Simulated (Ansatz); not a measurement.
Reaction (substitution at a C–O bond): `OC1CO[SiH2]1` + H–F → `FC1CO[SiH2]1` + H₂O

Gas-phase electronic energies from Ansatz, PBE0-D4/def2-TZVP geometries. CBS: MP2 limit from def2 TZ/QZ plus the TZ coupled-cluster correction, frozen cores. This one scheme is used for every species. DFT in def2-TZVPP. One conformer a species, not always the lowest.

CCSD(T)/CBS gives +0.4 kJ/mol.

Question: Another level gave -5.6 kJ/mol. Which?
A. BLYP/def2-TZVPP
B. MP2/def2-TZVPP
C. CCSD(T)/def2-TZVPP
D. ωB97X-V/def2-TZVPP

Answer: D. ωB97X-V -5.6, CCSD(T)/def2-TZVPP 0.4, BLYP -11.4, MP2/def2-TZVPP 5.0 kJ/mol.

Largest T1 diagnostic among the species: 0.012.

Leaving LDA and LC-ωPBE aside and taking each functional with its dispersion term where it has one, the values, not all of them listed here, spread over 8.0 kJ/mol, from B97M-V to PBE-QIDH. LDA lies +5.2 kJ/mol from PBE without D4. In def2-TZVPP, CCSD(T) changes the Hartree–Fock value by +11.3 kJ/mol (the triples alone add +1.3 kJ/mol) and MP2 by +15.9 kJ/mol. The D4 term adds +3.6 kJ/mol with B3LYP and +1.9 kJ/mol with PBE0; it sums over pairs of atoms, weighted by their polarisabilities, and B3LYP, whose exchange is more repulsive, gets the larger term.

CCSD(T)/CBS has its own doubt, a few kJ/mol and more with outer-core shells, so smaller differences from it don't rank the levels.

B3LYP here is the variant with VWN-RPA as its local correlation; programs differ in this.
